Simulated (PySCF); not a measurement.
GaFBr2, SMILES [F][Ga]([Br])[Br]. Coordinates come from a ωB97X-D3(BJ)/def2-SVP optimisation. The structure was generated by enumeration; whether it is a known compound was not checked.

Computed equilibrium geometry at ωB97X-D3(BJ)/def2-SVP (PySCF confirms it by a frequency run) as bond lengths and angles, and its point group:
point group C2v.
Atoms: Ga1 F2 Br3 Br4. Bond lengths (Å): Ga1–F2 1.740, Ga1–Br3 2.243, Ga1–Br4 2.243. Bond angles (°): F2–Ga1–Br3 118.1, F2–Ga1–Br4 118.1, Br3–Ga1–Br4 123.7.
